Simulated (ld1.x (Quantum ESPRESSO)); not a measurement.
u(r) = r·R(r): atom against pseudo-atom (selenium)

Columns: radius, all-electron u(r) and pseudo u(r) of the 4s shell (level -18.25 eV) of selenium in the configuration [Ar] 3d10 4s1 4p5; BP86, scalar-relativistic, RRKJ scheme, ld1.x (Quantum ESPRESSO) 7.5.

```csv
r (bohr),all-electron,pseudo
0.078,-0.1203,-0.0203
0.155,-0.2341,-0.0412
0.232,0.0007,-0.0641
0.310,0.2576,-0.0903
0.388,0.3926,-0.1207
0.465,0.3978,-0.1561
0.542,0.3108,-0.1979
0.620,0.1688,-0.2478
0.698,0.0043,-0.3059
0.775,-0.1592,-0.3709
0.852,-0.3113,-0.4422
0.930,-0.4469,-0.5183
1.008,-0.5611,-0.5942
1.085,-0.6523,-0.6646
1.162,-0.7232,-0.7261
1.240,-0.7759,-0.7759
1.318,-0.8119,-0.8116
1.395,-0.8330,-0.8329
1.472,-0.8420,-0.8419
1.550,-0.8405,-0.8405
1.628,-0.8305,-0.8305
1.705,-0.8137,-0.8137
1.782,-0.7917,-0.7917
1.860,-0.7651,-0.7651
1.938,-0.7355,-0.7355
2.015,-0.7042,-0.7042
```

**Question.** How many radial nodes do the two functions have?

**Answer.** The all-electron 4s function has n − l − 1 = 3 (the table is too coarse to show those close to the nucleus); the pseudo-wave has 0, since the states of the same l below it are removed with the core.

**Question.** At about which radius was the pseudo-wave matched?

**Answer.** 1.55 bohr. The columns agree to 0.0005 from 1.24 bohr on; several derivatives are matched, so the curves merge somewhat inside the radius.

**Question.** Where does each function peak?

**Answer.** Outermost all-electron maximum near 1.47 bohr, pseudo maximum near 1.47 bohr (to the table’s step).

**Question.** Is the pseudo-wave norm-conserving?

**Answer.** Yes: the RRKJ scheme keeps the norm inside the radius equal to the all-electron one, which fixes the energy derivative of the logarithmic derivative at the level.
